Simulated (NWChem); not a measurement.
Program: NWChem. System: H$_{5}$BOSi, charge 0, spin multiplicity 1, at a geometry optimised with PBE0/def2-SVP. The structure started from a generated list of species. Level: G0W0@PBE/def2-SVPD, RI basis def2-svpd-rifit.

The NWChem input:

```
start mol
memory heap 200 mb stack 700 mb global 1700 mb
geometry units angstroms nocenter noautoz
  B      0.506359    -1.720338     0.000000
  H      1.709769    -1.539581     0.000000
  H      0.029224    -2.833423     0.000000
  O     -0.337141    -0.670636     0.000000
  Si    -0.101946     0.995584     0.000000
  H     -0.752137     1.547821    -1.219550
  H      1.357857     1.305973     0.000000
  H     -0.752137     1.547821     1.219550
  symmetry group Cs
end
basis spherical
  * library def2-svpd
end
basis "ri basis" bse spherical
  * library def2-svpd-rifit
end
dft
  xc xpbe96 cpbe96
  iterations 100
  direct
  tolerances tight
end
task dft energy
gw
  states alpha occ 4 vir 2
end
task dft gw
```

Part of the output:

```
             Northwest Computational Chemistry Package (NWChem) 7.3.0
             --------------------------------------------------------

                                NWChem Input Module
                                -------------------

 Scaling coordinates for geometry "geometry" by  1.889725989
 (inverse scale =  0.529177249)

 Turning off AUTOSYM since
 SYMMETRY directive was detected!

                             Geometry "geometry" -> ""
                             -------------------------

 Output coordinates in angstroms (scale by  1.889725989 to convert to a.u.)

  No.       Tag          Charge          X              Y              Z
 ---- ---------------- ---------- -------------- -------------- --------------
    1 B                    5.0000     0.50635900    -1.72033800     0.00000000
    2 H                    1.0000     1.70976900    -1.53958100     0.00000000
    3 H                    1.0000     0.02922400    -2.83342300     0.00000000
    4 O                    8.0000    -0.33714100    -0.67063600     0.00000000
    5 Si                  14.0000    -0.10194600     0.99558400     0.00000000
    6 H                    1.0000    -0.75213700     1.54782100    -1.21955000
    7 H                    1.0000     1.35785700     1.30597300     0.00000000
    8 H                    1.0000    -0.75213700     1.54782100     1.21955000

 Effective nuclear repulsion energy (a.u.)     100.5579877546

            Nuclear Dipole moment (a.u.)
            ----------------------------
        X                 Y               Z
 ---------------- ---------------- ----------------
    -0.0000018897     0.0000170075     0.0000000000

      Symmetry information
      --------------------

 Group name             Cs
 Group number              2
 Group order               2
 No. of unique centers     7

      Symmetry unique atoms

     1    2    3    4    5    6    7


 Summary of "ao basis" -> "" (spherical)
 ------------------------------------------------------------------------------
       Tag                 Description            Shells   Functions and Types
 ---------------- ------------------------------  ------  ---------------------
 *                         def2-svpd                  on all atoms

 new library libraries.bse/

 Summary of "ri basis" -> "" (spherical)
 ------------------------------------------------------------------------------
       Tag                 Description            Shells   Functions and Types
 ---------------- ------------------------------  ------  ---------------------
 *                      def2-svpd-rifit               on all atoms

  pbe96 is a nonlocal functional; adding pw91lda local functional.

                                 NWChem DFT Module
                                 -----------------

 Summary of "ao basis" -> "ao basis" (spherical)
 ------------------------------------------------------------------------------
       Tag                 Description            Shells   Functions and Types
 ---------------- ------------------------------  ------  ---------------------
 B                         def2-svpd                 8       20   4s2p2d
 H                         def2-svpd                 4        8   2s2p
 O                         def2-svpd                 9       23   4s3p2d
 Si                        def2-svpd                10       24   5s3p2d

 Summary of "ao basis" -> "ao basis" (spherical)
 ------------------------------------------------------------------------------
       Tag                 Description            Shells   Functions and Types
 ---------------- ------------------------------  ------  ---------------------
 B                         def2-svpd                 8       20   4s2p2d
 H                         def2-svpd                 4        8   2s2p
 O                         def2-svpd                 9       23   4s3p2d
 Si                        def2-svpd                10       24   5s3p2d

      Symmetry analysis of basis
      --------------------------

        a'         73
        a"         34

            General Information
            -------------------
          SCF calculation type: DFT
          Wavefunction type:  closed shell.
          No. of atoms     :     8
          No. of electrons :    32
           Alpha electrons :    16
            Beta electrons :    16
          Charge           :     0
          Spin multiplicity:     1
          Use of symmetry is: on ; symmetry adaption is: on
          Maximum number of iterations: 100
          This is a Direct SCF calculation.
          AO basis - number of functions:   107
                     number of shells:    47
          Convergence on energy requested:  1.00D-06
          Convergence on density requested:  1.00D-05
          Convergence on gradient requested:  5.00D-04

              XC Information
              --------------
          PerdewBurkeErnzerhof Exchange Functional  1.000
            Perdew 1991 LDA Correlation Functional  1.000 local
           PerdewBurkeErnz. Correlation Functional  1.000 non-local

             Grid Information
             ----------------
          Grid used for XC integration:  medium
          Radial quadrature: Mura-Knowles
          Angular quadrature: Lebedev.
          Tag              B.-S. Rad. Rad. Pts. Rad. Cut. Ang. Pts.
          ---              ---------- --------- --------- ---------
          B                   0.85       49          12.0       434
          H                   0.35       45          12.0       434
          O                   0.60       49          10.0       434
[...]
      ------------------------------

 Total energy =    -391.483367
 1-e energy   =    -737.584266
 2-e energy   =     245.542912
 HOMO         =      -0.363132
 LUMO         =      -0.000835

      Symmetry analysis of molecular orbitals - initial
      -------------------------------------------------

  Numbering of irreducible representations:

     1 a'          2 a"

  Orbital symmetries:

     1 a'          2 a'          3 a'          4 a'          5 a'
     6 a'          7 a"          8 a'          9 a'         10 a'
    11 a'         12 a"         13 a'         14 a'         15 a"
    16 a'         17 a"         18 a'         19 a'         20 a'
    21 a'         22 a"         23 a'         24 a'         25 a'
    26 a"

   convergence    iter        energy       DeltaE   RMS-Dens  Diis-err    time
 ---------------- ----- ----------------- --------- --------- ---------  ------
 d= 0,ls=0.0,diis     1   -392.1058478195 -4.93D+02  1.91D-02  5.48D-01     1.8
 d= 0,ls=0.0,diis     2   -391.8992454585  2.07D-01  1.12D-02  2.67D+00     3.1
 d= 0,ls=0.0,diis     3   -392.1682646559 -2.69D-01  2.46D-03  3.77D-02     4.4
 d= 0,ls=0.0,diis     4   -392.1721493605 -3.88D-03  8.41D-04  4.10D-03     5.6
 d= 0,ls=0.0,diis     5   -392.1728299657 -6.81D-04  1.08D-04  3.90D-05     6.9
 d= 0,ls=0.0,diis     6   -392.1728365630 -6.60D-06  2.02D-05  1.62D-06     8.1
 d= 0,ls=0.0,diis     7   -392.1728368690 -3.06D-07  4.26D-06  8.42D-08     9.4

         Total DFT energy =     -392.172836868966
      One electron energy =     -739.827175286151
           Coulomb energy =      282.196259967936
    Exchange-Corr. energy =      -35.099909305340
 Nuclear repulsion energy =      100.557987754590

 Numeric. integr. density =       31.999985986100

     Total iterative time =      9.0s

                  Occupations of the irreducible representations
                  ----------------------------------------------

                     irrep           alpha         beta
                     --------     --------     --------
                     a'               13.0         13.0
                     a"                3.0          3.0

                       DFT Final Molecular Orbital Analysis
                       ------------------------------------

 Vector   14  Occ=2.000000D+00  E=-3.115895D-01  Symmetry=a'
              MO Center=  3.8D-01,  7.4D-01, -1.1D-15, r^2= 3.5D+00
   Bfn.  Coefficient  Atom+Function         Bfn.  Coefficient  Atom+Function
  ----- ------------  ---------------      ----- ------------  ---------------
    92      0.354400  7 H  s                 71      0.310076  5 Si px
    68      0.263001  5 Si px                84     -0.181109  6 H  s
   100     -0.181109  8 H  s                  6      0.170704  1 B  py
    41     -0.161177  4 O  px                 8     -0.160266  1 B  px
     9     -0.148347  1 B  py                65     -0.148673  5 Si px

 Vector   15  Occ=2.000000D+00  E=-3.024102D-01  Symmetry=a"
              MO Center= -4.6D-01,  7.9D-01,  9.7D-16, r^2= 2.9D+00
   Bfn.  Coefficient  Atom+Function         Bfn.  Coefficient  Atom+Function
  ----- ------------  ---------------      ----- ------------  ---------------
    43      0.330223  4 O  pz                84      0.297003  6 H  s
   100     -0.297003  8 H  s                 73     -0.253392  5 Si pz
    70     -0.233943  5 Si pz                46      0.230906  4 O  pz
     7     -0.142823  1 B  pz                67      0.130275  5 Si pz
    85      0.084861  6 H  s                101     -0.084861  8 H  s

 Vector   16  Occ=2.000000D+00  E=-2.559147D-01  Symmetry=a'
              MO Center=  4.1D-01, -1.4D+00, -6.7D-16, r^2= 2.6D+00
   Bfn.  Coefficient  Atom+Function         Bfn.  Coefficient  Atom+Function
  ----- ------------  ---------------      ----- ------------  ---------------
    41      0.360952  4 O  px                40     -0.325167  4 O  s
    21     -0.290381  2 H  s                 29      0.277825  3 H  s
     5      0.262735  1 B  px                44      0.251067  4 O  px
     8     -0.189392  1 B  px                42      0.153639  4 O  py
     6      0.150094  1 B  py                 3      0.139698  1 B  s

 Vector   17  Occ=0.000000D+00  E=-6.166530D-02  Symmetry=a"
              MO Center=  5.3D-01, -1.7D+00, -8.5D-15, r^2= 2.6D+00
   Bfn.  Coefficient  Atom+Function         Bfn.  Coefficient  Atom+Function
  ----- ------------  ---------------      ----- ------------  ---------------
     7      0.556118  1 B  pz                10     -0.311657  1 B  pz
    43      0.265065  4 O  pz                49     -0.266107  4 O  pz
    46      0.224723  4 O  pz                73      0.182401  5 Si pz
    82      0.146095  5 Si d  1              85      0.146503  6 H  s
   101     -0.146503  8 H  s                 17      0.121168  1 B  d -1

 Vector   18  Occ=0.000000D+00  E=-3.266527D-02  Symmetry=a'
              MO Center= -4.4D-02,  1.1D+00,  1.1D-14, r^2= 4.8D+00
   Bfn.  Coefficient  Atom+Function         Bfn.  Coefficient  Atom+Function
  ----- ------------  ---------------      ----- ------------  ---------------
     4      0.531672  1 B  s                 64     -0.489197  5 Si s
     9      0.422529  1 B  py                63      0.386992  5 Si s
    47     -0.334042  4 O  px                30      0.294504  3 H  s
    39     -0.261834  4 O  s                 48      0.247222  4 O  py
    69     -0.247340  5 Si py                81      0.243213  5 Si d  0

 Vector   19  Occ=0.000000D+00  E= 9.082309D-04  Symmetry=a'
              MO Center=  5.3D-02,  1.5D+00,  1.0D-13, r^2= 9.0D+00
   Bfn.  Coefficient  Atom+Function         Bfn.  Coefficient  Atom+Function
  ----- ------------  ---------------      ----- ------------  ---------------
    63      3.284133  5 Si s                 64     -3.160522  5 Si s
    40      1.911699  4 O  s                  4     -0.755676  1 B  s
    72      0.650270  5 Si py                 8      0.602821  1 B  px
    93     -0.552693  7 H  s                 85     -0.507711  6 H  s
   101     -0.507711  8 H  s                 62      0.277373  5 Si s

 center of mass
 --------------
 x =  -0.03353052 y =  -0.05617763 z =   0.00000000

 moments of inertia (a.u.)
 ------------------
         312.395235398592          43.355638910507           0.000000000000
          43.355638910507          49.481015661233           0.000000000000
           0.000000000000           0.000000000000         340.465001612453

     Multipole analysis of the density
     ---------------------------------

     L   x y z        total         alpha         beta         nuclear
     -   - - -        -----         -----         ----         -------
     0   0 0 0     -0.000000    -16.000000    -16.000000     32.000000

     1   1 0 0      0.045908      0.022955      0.022955     -0.000002
     1   0 1 0      0.493527      0.246755      0.246755      0.000017
     1   0 0 1      0.000000      0.000000      0.000000      0.000000

     2   2 0 0    -21.900191    -25.656044    -25.656044     29.411897
     2   1 1 0     -0.143803     12.851508     12.851508    -25.846819
     2   1 0 1     -0.000000     -0.000000     -0.000000      0.000000
     2   0 2 0    -21.562989    -98.572756    -98.572756    175.582522
     2   0 1 1     -0.000000     -0.000000     -0.000000      0.000000
     2   0 0 2    -20.130163    -15.376333    -15.376333     10.622504

 Task  times  cpu:        9.4s     wall:        9.4s

                                NWChem Input Module
                                -------------------

                                 NWChem GW Module
                                 ----------------

                             ***********************
                             ***        GW       ***
                             ***********************

 Summary of "ri basis" -> "ri basis" (spherical)
 ------------------------------------------------------------------------------
       Tag                 Description            Shells   Functions and Types
 ---------------- ------------------------------  ------  ---------------------
 B                      def2-svpd-rifit             20       64   7s6p5d2f
 H                      def2-svpd-rifit              9       23   4s3p2d
 O                      def2-svpd-rifit             20       64   7s6p5d2f
 Si                     def2-svpd-rifit             24       78   9s6p6d3f

                 Memory Information
                 ------------------
          Available GA per process is          1699.9 MBs
          Available stack per process is        700.0 MBs
          Available heap per process is           0.0 MBs

          Peak memory in Initialization
              Peak GA per process is                  5.6 MBs
              Peak stack per process is               0.1 MBs
              Peak heap per process is                5.8 MBs
              Memory not in MA per process            0.0 MBs

          Peak memory in AFF Calculation
              Peak GA per process is                 24.4 MBs
              Peak stack per process is              16.2 MBs
              Peak heap per process is                0.0 MBs
              Memory not in MA per process           16.2 MBs

          Computing 2-center integrals
          Computing Inverse Cholesky factor
          Computing 3-center integrals
          Computing V_xc ...

          Computing Sigma_x
          Computing RPA polarizability
          Solving quasiparticle equations

                  Alpha Orbitals
          State     Energy (eV)     Error (eV)
          -----------------------------------
@GW        13        -13.571           0.002
@GW        14        -11.849           0.002
@GW        15        -11.417           0.002
@GW        16        -10.327           0.002
@GW        17          1.425           0.002
@GW        18          1.863           0.002

   Applying  -3.3631 eV scissor-shift to rest of particle states

   Applying   3.1032 eV scissor-shift to rest of hole states

     GW Timing Statistics
   ------------------------
   Init.   :          0.1s
     ERIs  :          1.0s
     Distr.:          0.0s
     Vxc   :          0.4s
   Sigma_x :          0.0s
   RPA     :          0.7s
   Wmn     :          0.0s
   Sigma_c :          0.0s
   GW total:          2.3s

 Task  times  cpu:        2.3s     wall:        2.3s

 Total times  cpu:       11.7s     wall:       11.7s
```
